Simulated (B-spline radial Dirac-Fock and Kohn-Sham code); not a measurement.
These are calculated numbers from an atomic code on a B-spline grid; the model is a relativistic independent-particle model: LDA orbitals of the hole state, radiative multipoles to third order, Auger rates from the Coulomb interaction with a continuum orbital, Dirac-Fock energies.

Question: A single inner-shell vacancy in a neutral atom gives this computed emission spectrum. Which element, which hole, and which lines?

```
energy (eV)  relative intensity
     1740.2                50.4
     1740.8               100.0
     1841.6                 1.2
     1841.6                 2.4
```

Answer: Silicon (Z = 14), hole in K (1s). In order of rising energy the lines are Kα2 (K-L2), Kα1 (K-L3), Kβ3 (K-M2), Kβ1 (K-M3).
